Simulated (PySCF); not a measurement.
Isomers of C4H6N2OS.

All values: PBE0/pcSseg-1 (PySCF) at GFN2-xTB geometries, gas phase, one conformer each.

Question: Rank by dipole moment, highest first.
A. `[CH3:1][O:2][c:3]1[s:4][n:5][n:6][c:7]1[CH3:8]` with C1–O2–C3–S4 0°
B. `[CH3:1][S:2][c:3]1[n:4][n:5][c:6]([CH3:7])[o:8]1` with C1–S2–C3–N4 0°
C. `[CH3:1][O:2][CH2:3][c:4]1[cH:5][n:6][s:7][n:8]1` with C1–O2–C3–C4 180°, O2–C3–C4–C5 0°
D. `[CH3:1][O:2][CH2:3][c:4]1[n:5][cH:6][s:7][n:8]1` with C1–O2–C3–C4 75°, O2–C3–C4–N5 110°

Answer: A (4.68 D), C (2.75 D), D (2.03 D), B (1.77 D).

Question: Rank by HOMO–LUMO gap, lowest first.
A. `[CH3:1][O:2][CH2:3][c:4]1[cH:5][n:6][s:7][n:8]1` with C1–O2–C3–C4 180°, O2–C3–C4–C5 0°
B. `[CH3:1][O:2][c:3]1[s:4][n:5][n:6][c:7]1[CH3:8]` with C1–O2–C3–S4 0°
C. `[CH3:1][S:2][c:3]1[n:4][n:5][c:6]([CH3:7])[o:8]1` with C1–S2–C3–N4 0°

Answer: B (5.97 eV), A (6.23 eV), C (6.53 eV).

Question: Rank by the lowest Hirshfeld charge on any atom, lowest value first.
A. `[CH3:1][O:2][CH2:3][c:4]1[cH:5][n:6][s:7][n:8]1` with C1–O2–C3–C4 180°, O2–C3–C4–C5 0°
B. `[CH3:1][S:2][c:3]1[n:4][n:5][c:6]([CH3:7])[o:8]1` with C1–S2–C3–N4 0°
C. `[CH3:1][O:2][c:3]1[s:4][n:5][n:6][c:7]1[CH3:8]` with C1–O2–C3–S4 0°
D. `[CH3:1][O:2][CH2:3][c:4]1[n:5][cH:6][s:7][n:8]1` with C1–O2–C3–C4 75°, O2–C3–C4–N5 110°

Answer: A (-0.199 e), D (-0.182 e), B (-0.162 e), C (-0.140 e).

All values together:

```
      SMILES  μ (D)  HOMO (eV)  LUMO (eV)  lowest IAO charge (e)  highest IAO charge (e)  lowest Hirshfeld charge (e)  highest Hirshfeld charge (e)
CSc1nnc(C)o1   1.77      -6.73      -0.20             -0.496 (C)              +0.285 (C)                   -0.162 (N)                    +0.129 (C)
  COCc1ncsn1   2.03      -7.45      -1.51             -0.474 (N)              +0.482 (S)                   -0.182 (N)                    +0.178 (S)
  COCc1cnsn1   2.75      -7.65      -1.42             -0.472 (N)              +0.681 (S)                   -0.199 (N)                    +0.241 (S)
  COc1snnc1C   4.68      -6.95      -0.98             -0.432 (C)              +0.387 (S)                   -0.140 (N)                    +0.134 (S)
```

Conformers: `[CH3:1][S:2][c:3]1[n:4][n:5][c:6]([CH3:7])[o:8]1` with C1–S2–C3–N4 0°; `[CH3:1][O:2][CH2:3][c:4]1[n:5][cH:6][s:7][n:8]1` with C1–O2–C3–C4 75°, O2–C3–C4–N5 110°; `[CH3:1][O:2][CH2:3][c:4]1[cH:5][n:6][s:7][n:8]1` with C1–O2–C3–C4 180°, O2–C3–C4–C5 0°; `[CH3:1][O:2][c:3]1[s:4][n:5][n:6][c:7]1[CH3:8]` with C1–O2–C3–S4 0°.
